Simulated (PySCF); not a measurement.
Work out the structure from these simulated measurements.

Elements present: C, H and N. Monoisotopic mass: 117.0578 u.

- Rotational structure: rotational constants A, B, C: 5.739, 1.015, 0.867 GHz [GFN2-xTB]
- Dipole: 1.85 D [PBE0/pcSseg-1]
- NMR, other nuclei: isotropic shieldings of nuclei other than C and H, by class: -88 (1 N) ppm [GIAO PBE0/pcSseg-1]
- 1H NMR: chemical shifts (computed TMS as zero) by class: 8.97 (1 H), 8.03 (1 H), 7.35 (1 H), 2.92 (1 H), 2.79 (3 H) ppm [GIAO PBE0/pcSseg-1]
- 13C NMR: chemical shifts (computed TMS as zero) by class: 163.7 (1 C), 159.8 (1 C), 147.2 (1 C), 126.9 (1 C), 119.8 (1 C), 90.3 (1 C), 86.7 (1 C), 27.7 (1 C) ppm [GIAO PBE0/pcSseg-1]

Electronic properties: PySCF, gas phase, density fitting. Levels stand in brackets. Isolated species at its GFN2-xTB geometry, gas phase. NMR classes are plain means over equivalent atoms (diastereotopic ones count apart unless rotation or inversion swaps them), as if these changed places fast.

Question: Which formula fits the mass and the elements?

Answer: C8H7N (calculated 117.0578). No other formula that holds each of these elements comes within 0.0003 u with a fitting electron parity and a possible valence count.

Question: What is the compound? Reason from the data.

Answer: Numbering: `[CH:1]#[C:2][c:3]1[cH:4][cH:5][c:6]([CH3:7])[n:8][cH:9]1`. Its formula, C8H7N, gives 6 degrees of unsaturation: 1 ring and 5 π bonds in the structure found (Kekulé form). 8 carbons fall into 8 classes; from least to most shielded: substituted aromatic carbon [C6] (163.7 ppm), aromatic CH next to a ring nitrogen [C9] (159.8 ppm), aromatic CH carbon [C4] (147.2 ppm), aromatic CH carbon [C5] (126.9 ppm), substituted aromatic carbon [C3] (119.8 ppm), terminal alkyne carbon [C1] (90.3 ppm), alkyne carbon [C2] (86.7 ppm), benzylic-type carbon [C7] (27.7 ppm). Hydrogen classes from least to most shielded: 1 H on an aromatic CH next to a ring nitrogen, C9 (8.97 ppm), 1 H on an aromatic CH carbon, C4 (8.03 ppm), 1 H on an aromatic CH carbon, C5 (7.35 ppm), 1 H on a terminal alkyne carbon, C1 (2.92 ppm), 3 H on a benzylic-type carbon, C7 (2.79 ppm). The other shieldings belong to: -88 ppm, pyridine-type nitrogen [N8]. The optimised geometry has point group Cs and is an asymmetric top. Structure: `C#Cc1ccc(C)nc1`. Computed isomers that give other values at the same levels: `N#CC1=CCC=CC=C1` (rotational constant A: 3.460 GHz; this holds for the one conformer computed); `N#CCc1ccccc1` (rotational constant A: 3.851 GHz; this holds for the one conformer computed); `c1ccn2cccc2c1` (13C chemical shifts (computed TMS as zero) by class: 137.4 (1 C), 128.0 (1 C), 125.8 (1 C), 121.2 (1 C), 121.1 (1 C), 116.8 (1 C), 113.4 (1 C), 105.1 (1 C) ppm). The assignments are read from this structure; whether some other isomer fits the data as well wasn't checked.
